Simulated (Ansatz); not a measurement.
Clusters of 7 atoms, capped: PBE0-D4/def2-TZVPD single points in Ansatz on relaxed structures, gas phase. Each cluster is the lowest isomer that a short search found in that spin, judged at the geometry's level, and lower ones may exist. Core potentials for Pd, Sn, no spin–orbit coupling. HOMO and LUMO are taken over both spins. Binding counts from free atoms in the multiplicity of their measured ground term, without zero-point energy. Singlets are spin-restricted. The spins of the ions were chosen, not always searched. A dash marks a value that wasn't run or was left out as unsound. The structures are stationary points that may keep the symmetry of their start. Remarks come from the PBE and PBE0 runs and from stability tests at other levels; not every state was tested. A HOMO above zero means that the electron is unbound at that level and held by the basis, or that self-interaction error raises the level; the energy of removing that electron tells which.

```
species  atoms    state              geometry  HOMO (eV)  LUMO (eV)  gap (eV)  vertical EA (eV)  binding per atom (eV)  lowest of the spins relaxed  point group (within 0.1 Å)                                                        remarks
  Si3H4      7  singlet     PBE0-D4/def2-TZVP      -6.17      -1.83      4.35              0.31                   2.75                            –                         C2v                                   HOMO above zero (-1 doublet)
 Al3H4⁻      7  singlet  r2SCAN-D4/def2-TZVPD      -0.52          –         –                 –                      –                            –                         C2v  HOMO above zero at PBE or PBE0, restricted SCF unstable in HF
  Sn3H4      7  singlet       PBE-D4/def2-SVP      -5.81      -2.45      3.36              1.06                   2.18                            –                         C2v                                   HOMO above zero (-1 doublet)
 Pd3H4⁻      7  doublet     PBE-D4/def2-TZVPD      -0.63          –         –                 –                      –  doublet, of doublet/quartet                           –      HOMO above zero at PBE or PBE0, HOMO above zero (quartet)
```

Task: Estimate the rows for Mg4H3 (doublet; reduced ion singlet, r2SCAN-D4/def2-TZVP geometry).

Result: 
```csv
species,atoms,state,geometry,HOMO (eV),LUMO (eV),gap (eV),vertical EA (eV),binding per atom (eV),lowest of the spins relaxed,point group (within 0.1 Å),remarks
Mg4H3,7,doublet; reduced ion singlet,r2SCAN-D4/def2-TZVP,-4.92,-2.86,2.05,1.66,1.12,–,–,HOMO above zero (-1 singlet)
```

The gap (eV) runs from 2.05 (Mg4H3) to 4.35 (Si3H4). The vertical EA (eV) runs from 0.31 (Si3H4) to 1.66 (Mg4H3).
